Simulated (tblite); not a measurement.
Record of a relaxation.

Compound: C₇H₇OS (charge +1).
Bonds: C1–C2 (triple), C2–C3, C3–C4, C4–O5 (aromatic), O5–C6 (aromatic), C6–C7 (aromatic), C7–C8, C7–S9 (aromatic), C4–S9 (aromatic). Hydrogens: H10 on C1; H11, H12 on C3; H13 on C6; H14, H15, H16 on C8.
Bond orders are those of one Lewis drawing.

Computed with GFN2-xTB (tblite), gas phase: L-BFGS steps from a force-field or distance-geometry start until the largest atomic force falls under 0.01 eV/Å. 7 of its 60 geometries are shown.

Step 0: E = -689.6361 eV, largest atomic force 3.843 eV/Å
```
atom  x, y, z in Å  |  force x, y, z in eV/Å
C1      3.773   -0.947    0.110   -1.714   0.700  -1.153
C2      2.858   -0.554   -0.595    1.931  -0.857   1.577
C3      1.774   -0.092   -1.438   -0.558   0.146  -0.397
C4      0.525    0.108   -0.654   -0.484   1.668   0.870
O5      0.280    1.322   -0.032   -1.168  -3.553  -0.884
C6     -0.954    1.259    0.582    1.752   1.235  -0.278
C7     -1.619    0.112    0.471   -1.061  -0.840   0.311
C8     -2.946   -0.200    1.059   -0.221  -0.019  -0.135
S9     -0.735   -1.075   -0.468    1.054   1.568   0.110
H10     4.556   -1.287    0.735   -0.190   0.108  -0.250
H11     1.591   -0.805   -2.256    0.050  -0.069   0.259
H12     2.042    0.857   -1.912    0.169   0.141   0.137
H13    -1.241    2.160    1.112    0.043  -0.213  -0.141
H14    -3.351    0.646    1.611    0.157   0.049  -0.042
H15    -2.888   -1.044    1.746    0.058  -0.029  -0.082
H16    -3.672   -0.453    0.278    0.182  -0.035   0.097
```

Step 10: E = -689.9706 eV, largest atomic force 0.073 eV/Å
```
atom  x, y, z in Å  |  force x, y, z in eV/Å
C1      3.732   -0.936    0.115   -0.014   0.004   0.023
C2      2.839   -0.547   -0.579   -0.021   0.006   0.055
C3      1.761   -0.071   -1.443    0.021  -0.033  -0.001
C4      0.515    0.126   -0.662   -0.007  -0.006  -0.040
O5      0.256    1.244   -0.060   -0.022  -0.054  -0.033
C6     -0.920    1.253    0.581   -0.006   0.020   0.002
C7     -1.633    0.105    0.493   -0.018   0.021   0.032
C8     -2.959   -0.205    1.062    0.031  -0.015  -0.002
S9     -0.714   -1.037   -0.459    0.032   0.049  -0.003
H10     4.536   -1.275    0.701   -0.019   0.003  -0.005
H11     1.593   -0.820   -2.222    0.022   0.045  -0.053
H12     2.077    0.878   -1.889   -0.040  -0.032   0.002
H13    -1.189    2.165    1.085    0.026   0.013   0.012
H14    -3.340    0.655    1.609    0.003  -0.044  -0.014
H15    -2.894   -1.057    1.738   -0.017   0.009   0.011
H16    -3.668   -0.468    0.277    0.030   0.016   0.014
```

Step 20: E = -689.9748 eV, largest atomic force 0.060 eV/Å
```
atom  x, y, z in Å  |  force x, y, z in eV/Å
C1      3.712   -0.933    0.132   -0.014  -0.003  -0.001
C2      2.819   -0.551   -0.566   -0.002   0.021  -0.011
C3      1.758   -0.073   -1.452    0.044  -0.016   0.000
C4      0.504    0.121   -0.684    0.026  -0.001  -0.025
O5      0.253    1.242   -0.084    0.005  -0.005   0.008
C6     -0.912    1.257    0.579   -0.009  -0.014  -0.002
C7     -1.627    0.108    0.505    0.000   0.007  -0.008
C8     -2.951   -0.208    1.071    0.002  -0.012   0.001
S9     -0.722   -1.037   -0.460    0.011   0.004  -0.003
H10     4.519   -1.272    0.714   -0.058   0.015   0.004
H11     1.615   -0.809   -2.247   -0.023   0.014   0.002
H12     2.073    0.882   -1.885    0.001  -0.018   0.016
H13    -1.163    2.170    1.089   -0.001   0.008   0.002
H14    -3.344    0.646    1.617    0.015  -0.019  -0.011
H15    -2.893   -1.063    1.744    0.011   0.008   0.006
H16    -3.649   -0.470    0.275   -0.009   0.011   0.021
```

Step 30: E = -689.9802 eV, largest atomic force 0.102 eV/Å
```
atom  x, y, z in Å  |  force x, y, z in eV/Å
C1      3.639   -0.932    0.175   -0.034   0.014   0.016
C2      2.791   -0.555   -0.580   -0.006   0.001  -0.003
C3      1.757   -0.064   -1.492    0.092  -0.024   0.037
C4      0.503    0.124   -0.722    0.024   0.009  -0.065
O5      0.262    1.240   -0.111   -0.001   0.007   0.009
C6     -0.893    1.251    0.568   -0.022  -0.015   0.007
C7     -1.610    0.104    0.498    0.014   0.004  -0.016
C8     -2.924   -0.219    1.087   -0.004   0.001   0.013
S9     -0.718   -1.036   -0.486   -0.010  -0.011  -0.012
H10     4.405   -1.261    0.818   -0.054   0.003  -0.061
H11     1.616   -0.781   -2.306    0.015   0.023   0.051
H12     2.089    0.899   -1.896   -0.027  -0.042  -0.007
H13    -1.128    2.162    1.086   -0.040   0.034   0.028
H14    -3.310    0.630    1.643    0.025   0.009   0.003
H15    -2.847   -1.073    1.760    0.003  -0.002  -0.011
H16    -3.640   -0.480    0.307    0.026  -0.009   0.012
```

Step 39: E = -689.9839 eV, largest atomic force 0.044 eV/Å
```
atom  x, y, z in Å  |  force x, y, z in eV/Å
C1      3.559   -0.927    0.227    0.035  -0.025  -0.011
C2      2.763   -0.549   -0.581   -0.018   0.017   0.017
C3      1.759   -0.053   -1.520    0.035   0.003   0.006
C4      0.500    0.140   -0.761    0.006   0.007  -0.035
O5      0.265    1.249   -0.134   -0.005   0.004  -0.013
C6     -0.882    1.248    0.559   -0.009  -0.002  -0.005
C7     -1.593    0.098    0.487    0.002  -0.001  -0.006
C8     -2.891   -0.230    1.102   -0.014  -0.002   0.007
S9     -0.716   -1.026   -0.526    0.006  -0.009  -0.006
H10     4.304   -1.270    0.883   -0.017  -0.003   0.004
H11     1.632   -0.771   -2.333   -0.014   0.001   0.024
H12     2.102    0.905   -1.922   -0.001   0.000  -0.013
H13    -1.124    2.152    1.089    0.006   0.017   0.013
H14    -3.260    0.622    1.666   -0.021  -0.004   0.016
H15    -2.802   -1.085    1.772    0.017  -0.004   0.005
H16    -3.623   -0.492    0.339   -0.009   0.001  -0.004
```

Step 49: E = -689.9852 eV, largest atomic force 0.024 eV/Å
```
atom  x, y, z in Å  |  force x, y, z in eV/Å
C1      3.545   -0.935    0.233   -0.013   0.006  -0.003
C2      2.753   -0.538   -0.571    0.017  -0.013   0.010
C3      1.763   -0.046   -1.525   -0.003  -0.001  -0.001
C4      0.497    0.152   -0.777   -0.005  -0.001  -0.003
O5      0.259    1.259   -0.148    0.008  -0.006   0.000
C6     -0.883    1.252    0.552    0.004   0.017   0.000
C7     -1.592    0.100    0.481   -0.002   0.005  -0.002
C8     -2.883   -0.236    1.108   -0.006  -0.003   0.002
S9     -0.716   -1.018   -0.541    0.012  -0.005  -0.009
H10     4.274   -1.284    0.904    0.002  -0.003  -0.003
H11     1.638   -0.776   -2.328   -0.005  -0.007  -0.003
H12     2.111    0.905   -1.939    0.001   0.007   0.006
H13    -1.121    2.151    1.092   -0.007   0.018   0.001
H14    -3.252    0.612    1.679   -0.007   0.004   0.011
H15    -2.781   -1.091    1.774    0.012  -0.012   0.005
H16    -3.620   -0.499    0.351   -0.008  -0.006  -0.009
```

Step 59: E = -689.9855 eV, largest atomic force 0.010 eV/Å
```
atom  x, y, z in Å  |  force x, y, z in eV/Å
C1      3.536   -0.938    0.240    0.000  -0.003  -0.005
C2      2.750   -0.541   -0.569    0.000  -0.003   0.003
C3      1.764   -0.045   -1.526   -0.008   0.002   0.001
C4      0.497    0.157   -0.781   -0.005  -0.001   0.003
O5      0.259    1.265   -0.152    0.000  -0.002  -0.003
C6     -0.884    1.259    0.548   -0.002   0.008  -0.003
C7     -1.593    0.107    0.477    0.000   0.000   0.002
C8     -2.879   -0.239    1.110    0.000  -0.001   0.002
S9     -0.718   -1.011   -0.545    0.009  -0.005  -0.002
H10     4.264   -1.291    0.910    0.001  -0.001   0.002
H11     1.637   -0.776   -2.328    0.000   0.002  -0.002
H12     2.115    0.904   -1.939    0.004   0.001   0.003
H13    -1.121    2.161    1.085   -0.005   0.004   0.000
H14    -3.253    0.601    1.689    0.005   0.007   0.001
H15    -2.763   -1.097    1.772    0.000  -0.006   0.002
H16    -3.620   -0.506    0.357    0.002  -0.002  -0.004
```

Q: Summarise the path.

A: The energy falls by 33.71 kJ/mol from step 0 to step 59; nine tenths of that is first reached at step 5. It falls at every step. The largest force goes from 3.843 to 0.010 eV/Å. Among the bonds C4–O5 changes most, from 1.385 to 1.296 Å; the atoms move by 0.149 Å rms after alignment.

What follows is the cost of the whole relaxation. The run took 0.34 s of wall time on Arm Neoverse V2, one thread, no GPU (shared host).
